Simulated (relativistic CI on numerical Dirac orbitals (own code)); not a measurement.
Tm46+: sensitivity of the levels to the model

Base calculation: Dirac-Coulomb-Breit CI, separate exchange-only KLI orbitals for each configuration, a model potential for QED, unscaled Slater integrals.

Configurations in the expansion (outside the closed core [Ne]): 3s2 3p6 3d5, 3s2 3p5 3d6, 3s2 3p4 3d7, 3s 3p6 3d6, 3p6 3d7, 3s 3p5 3d7, 3s2 3p6 3d4 4s, 3s2 3p6 3d4 4p, 3s2 3p4 3d6 4s, 3s2 3p6 3d4 4d, 3s2 3p4 3d6 4p, 3s2 3p5 3d5 4s, 3s2 3p6 3d4 4f, 3s 3p5 3d6 4s, 3s2 3p5 3d5 4p, 3s 3p5 3d6 4p, 3p6 3d6 4s, 3s2 3p6 3d3 4s2, 3p6 3d6 4p, 3s2 3p6 3d3 4s 4p, 3s2 3p6 3d4 5s, 3p6 3d5 4s2. Levels of other configurations are missing.

Variants: (1) P86 correlation estimate; (2) configuration mixing switched off; (3) one mean potential for all configurations. Shifts of the energy above 3s2 3p6 3d5 4P_5/2, in eV, for the lowest level and the first level of each name with at least 55 % of one term (blank where a level changes its place among those of its configuration and J or its character, or is not in the variant):

| Level | Base | Δ(1) | Δ(2) | Δ(3) |
| --- | --- | --- | --- | --- |
| 3s2 3p6 3d5 4P_5/2 | 0.000 | 0.000 | 0.000 | 0.000 |
| 3s2 3p6 3d5 2D_3/2 | 78.358 | 0.000 | +0.573 | +0.009 |
| 3s2 3p6 3d5 2I_13/2 | 102.847 | -0.002 | -2.313 | +0.025 |
| 3s2 3p6 3d5 4D_1/2 | 103.172 | -0.001 | -0.487 | +0.023 |
| 3s2 3p6 3d5 2G_7/2 | 113.244 | -0.001 | -0.711 | +0.022 |
| 3s2 3p6 3d5 4F_5/2 | 114.642 | 0.000 | -0.160 | +0.021 |
| 3s2 3p6 3d5 2G_9/2 | 129.104 | -0.001 | -0.392 | +0.019 |
| 3s2 3p6 3d5 2P_3/2 | 143.597 | 0.000 | +0.815 | +0.014 |
| 3s2 3p6 3d5 2P_1/2 | 179.019 | 0.000 | +0.586 | +0.028 |
| 3s2 3p5 3d6 4H°_13/2 | 378.440 | +0.326 | -2.926 | -0.095 |
| 3s2 3p5 3d6 4I°_15/2 | 386.705 | +0.325 | -3.216 | -0.096 |

At this charge energies of transitions that change n are usually good to better than 1 %, and those within a shell (Δn = 0) to a few per cent.

Ionisation energy from the two ground configurations alone: base 3894.84 eV; P86 correlation estimate 3896.88 eV. The NIST ASD value (theoretical) is 3895 eV.

LS names give the leading component of a level, which can be under half, so a name can repeat, a term be missing and a line seem to break the LS rules.
